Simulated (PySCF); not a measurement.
# `CN([SiH3])[SiH2]C(F)(F)F`: 4 charge schemes on one density

Species: C2H8F3NSi2.
Z-matrix (Å and degrees, GFN2-xTB geometry), rows numbered from 1:
```
C 
N   1  1.4556
Si  2  1.7673  1  117.28
Si  2  1.7129  1  113.91  3   168.82
C   4  1.9308  2  108.40  1  -177.22
F   5  1.3474  4  114.35  2   -66.03
F   5  1.3496  4  110.31  2   175.15
F   5  1.3498  4  114.21  2    56.32
H   1  1.0879  2  110.18  3   157.26
H   1  1.0917  2  111.22  3   -82.92
H   1  1.0876  2  110.28  3    37.38
H   3  1.4547  2  107.32  1  -147.42
H   3  1.4651  2  109.65  1    89.42
H   3  1.4647  2  104.33  1   -28.98
H   4  1.4640  2  111.68  1    67.51
H   4  1.4667  2  114.82  1   -61.74
```

Density: PBE0/pcSseg-1 (PySCF); schemes: Mulliken, IAO, Hirshfeld and ESP-fitted. One conformer (not necessarily the lowest) at the GFN2-xTB geometry, without solvent, vibrations or thermal averaging.

**Question.** Atoms with like bonding are taken together and averaged. Do the Mulliken, IAO, Hirshfeld and ESP-fitted schemes agree on where the charge is lowest?

**Answer.** The schemes don't all agree: Mulliken N2 (-0.950); IAO N2 (-0.780); Hirshfeld N2 (-0.266); ESP-fitted C1 (-0.405).

**Question.** At which atom do the 4 schemes differ most?

**Answer.** At N2: from -0.950 (Mulliken) to -0.266 e (Hirshfeld), 0.684 e apart.

**Question.** Which atoms carry the highest charge in the Mulliken, IAO, Hirshfeld and ESP-fitted schemes?

**Answer.** The schemes don't all agree: Mulliken Si4 (+0.774); IAO Si4 (+0.877); Hirshfeld Si4 (+0.355); ESP-fitted Si3 (+0.458).

**Question.** Give the atomic charges in each scheme.

**Answer.** In e; atoms taken as equivalent share a row and are averaged (×n: the atom named and its like, n in all):

```json
{"atom": "C1", "environment": "N-methyl carbon", "Mulliken": "-0.067", "IAO": "-0.299", "Hirshfeld": "-0.064", "ESP-fitted": "-0.405"}
{"atom": "N2", "environment": "nitrogen bridging silicon atoms", "Mulliken": "-0.950", "IAO": "-0.780", "Hirshfeld": "-0.266", "ESP-fitted": "-0.284"}
{"atom": "Si3", "environment": "SiH3 silicon", "Mulliken": "+0.641", "IAO": "+0.737", "Hirshfeld": "+0.345", "ESP-fitted": "+0.458"}
{"atom": "Si4", "environment": "SiH2 silicon", "Mulliken": "+0.774", "IAO": "+0.877", "Hirshfeld": "+0.355", "ESP-fitted": "+0.228"}
{"atom": "C5", "environment": "CF3 carbon", "Mulliken": "+0.508", "IAO": "+0.544", "Hirshfeld": "+0.170", "ESP-fitted": "+0.415"}
{"atom": "F6/F7/F8", "environment": "fluorine of a CF3 group", "Mulliken": "-0.275", "IAO": "-0.284", "Hirshfeld": "-0.098", "ESP-fitted": "-0.178"}
{"atom": "H9/H10/H11", "environment": "methyl hydrogen", "Mulliken": "+0.122", "IAO": "+0.141", "Hirshfeld": "+0.045", "ESP-fitted": "+0.159"}
{"atom": "H12/H13/H14", "environment": "Si–H hydrogen", "Mulliken": "-0.092", "IAO": "-0.127", "Hirshfeld": "-0.078", "ESP-fitted": "-0.092"}
{"atom": "H15/H16", "environment": "Si–H hydrogen", "Mulliken": "-0.087", "IAO": "-0.135", "Hirshfeld": "-0.073", "ESP-fitted": "-0.038"}
```

Mean size of the charges over all atoms: IAO 0.323 e, Mulliken 0.286 e, ESP-fitted 0.197 e, Hirshfeld 0.126 e. Each set sums to the total charge, 0, to within 0.001 e. The ESP scheme is a least-squares fit of atom-centred charges to the potential on four shells outside the van der Waals surface, with the total charge fixed. The Hirshfeld scheme weights the molecular density at each point by an atom's share of the summed free-atom densities.

Some averages cover members that differ in this geometry: H12/H13/H14, Mulliken -0.117 to -0.075; H9/H10/H11, ESP-fitted +0.145 to +0.177; H12/H13/H14, IAO -0.139 to -0.113 e.

**Question.** How closely do the schemes follow one another over all atoms?

**Answer.** Correlation coefficient and root-mean-square difference: IAO with Hirshfeld 0.98, 0.254 e; Mulliken with IAO 0.98, 0.085 e; Mulliken with Hirshfeld 0.96, 0.245 e; IAO with ESP-fitted 0.89, 0.228 e; Hirshfeld with ESP-fitted 0.85, 0.129 e; Mulliken with ESP-fitted 0.82, 0.242 e.

**Question.** Sum the charges by element, for elements with more than one atom.

**Answer.** 
| element | atoms | Mulliken | IAO | Hirshfeld | ESP-fitted |
| --- | --- | --- | --- | --- | --- |
| C | 2 | +0.442 | +0.245 | +0.106 | +0.010 |
| Si | 2 | +1.416 | +1.615 | +0.700 | +0.686 |
| F | 3 | -0.824 | -0.853 | -0.295 | -0.535 |
| H | 8 | -0.084 | -0.227 | -0.245 | +0.122 |

**Question.** How many electrons does the ESP-fitted scheme count on F6?

**Answer.** Its own charge is -0.177 e, so Z − q = 9.177.
